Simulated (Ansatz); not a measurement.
Reaction (silylene formation by 1,1-elimination): `N[SiH2][Si](N)(O)O` → `N[SiH](O)O` + `N[SiH]`

Gas-phase electronic energies from Ansatz, PBE0-D4/def2-TZVP geometries. CCSD(T)/CBS is the MP2 limit (def2-TZVPP, def2-QZVPP) plus CCSD(T) − MP2 in def2-TZVPP, frozen cores. This one scheme is used for every species. Functionals use def2-TZVPP. B3LYP here is the variant with VWN-RPA as its local correlation; programs differ in this. Each species was taken in one conformer, which may not be the lowest.

CCSD(T)/CBS gives +33.3 kcal/mol.

Problem. Another level gave +31.1 kcal/mol. Which?
A. B3LYP/def2-TZVPP
B. CCSD/def2-TZVPP
C. r2SCAN/def2-TZVPP
D. MP2/def2-TZVPP

Solution. B. CCSD/def2-TZVPP 31.1, MP2/def2-TZVPP 34.3, r2SCAN 36.1, B3LYP 28.2 kcal/mol.

Largest T1 diagnostic among the species: 0.015.

In def2-TZVPP, CCSD(T) changes the Hartree–Fock value by +3.4 kcal/mol (the triples alone add +0.7 kcal/mol) and MP2 by +5.9 kcal/mol. The D4 term adds +4.6 kcal/mol with B3LYP and +2.6 kcal/mol with PBE0; it sums over pairs of atoms, weighted by their polarisabilities, and B3LYP, whose exchange is more repulsive, gets the larger term. From PBE to PBE0 (25 % exact exchange), in def2-TZVPP and without D4, ΔE moves by +2.3 kcal/mol.
